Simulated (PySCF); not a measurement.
## Spinor energies of Kr+ (krypton, charge +1)

Start: [Ar] 3d10 4s2 4p5; 4p1/2 filled at m_j = -1/2, +1/2; 4p3/2 filled at m_j = -1/2, +1/2, +3/2. Calculated with PySCF 2.14 in x2c-SVPall-2c with one added diffuse shell each of s, p, d type (6s7p4d, 47 functions): generalised Hartree-Fock with the X2C-1e Hamiltonian and a Gaussian nucleus; one run each with spin-orbit coupling (SO) switched off, then screened by Boettger's factors. This is a chosen level, not necessarily the ground level.

```tsv
spinor shell	electrons	ε, spin-free (eV)	ε, screened SO (eV)	weight of nominal j (screened SO)	rms radius, screened SO (bohr)
1s1/2	2	-14411.9	-14411.6	1.000	0.0478
2s1/2	2	-1971.7	-1971.6	1.000	0.199
2p1/2	2	-1739.9	-1777.0	1.000	0.175
2p3/2	4	-1739.9	-1722.0	1.000	0.178
3s1/2	2	-317.31	-317.24	1.000	0.565
3p1/2	2	-240.91	-246.74	1.000	0.575
3p3/2	4	-240.91	-238.01	1.000	0.585
3d3/2	4	-114.11	-114.90	0.995	0.610
3d5/2	6	-114.11	-113.48	0.997	0.613
4s1/2	2	-42.786	-42.755	1.000	1.67
4p1/2	2	-25.021	-25.678	0.799	1.96
4p3/2	3	-25.021	-24.633	0.866	2.00
```

| quantity | spin-free | screened SO |
| --- | --- | --- |
| E (hartree) | -2787.16194 | -2787.31403 |
| M_J | 3/2 | 3/2 |
| ⟨J²⟩ | 3.757 | 3.756 |
| ⟨L²⟩ | 2.005 | 2.008 |
| ⟨S²⟩ | 0.752 | 0.755 |

Each row is a mean over spinors that exchange with the open shell spreads, by up to 3.266 eV (4s1/2).

Rows whose weight is well below 1 are mixtures of j = l ± 1/2: exchange outweighs spin-orbit coupling there, and the label is only the starting occupation.

Without spin-orbit coupling the j labels of p, d and f shells carry no meaning; the spin-free column gives the mean over the occupied spinors of each nl shell.
